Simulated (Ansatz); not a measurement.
AsH6NSi, SMILES `[SiH3]N[AsH2]` from Hartree–Fock to CCSD(T)

| atom | x (Å) | y (Å) | z (Å) |
| --- | --- | --- | --- |
| Si1 | -0.550 | 0.794 | -0.690 |
| N2 | -0.074 | 0.226 | 0.862 |
| As3 | 0.909 | -1.299 | 1.198 |
| H4 | 0.612 | 1.124 | -1.564 |
| H5 | -1.378 | 2.016 | -0.507 |
| H6 | -1.337 | -0.260 | -1.384 |
| H7 | -0.113 | 0.844 | 1.655 |
| H8 | 0.032 | -2.259 | 0.395 |
| H9 | 1.900 | -1.186 | 0.035 |

Charge 0, multiplicity 1. Correlated methods include outer-core shells of As, which these sets cover unevenly. Scalar relativity is left out up to krypton. The geometry is a stationary point of PBE0-D4/def2-TZVP. Frozen core, restricted reference, Ansatz 0.2.0.

```
     basis      HF (Eh)  MP2 corr.
  def2-SVP  -2580.66800   -0.51157
def2-TZVPP  -2581.12331   -0.61657
def2-QZVPP  -2581.18137   -0.92359
```

**Question.** Estimate the CCSD correlation energy and the (T) correction in each basis where they were run (hartree).

**Answer.** 
| basis | CCSD corr. | (T) |
| --- | --- | --- |
| def2-SVP | -0.55119 | -0.01459 |
| def2-TZVPP | -0.65326 | -0.02368 |
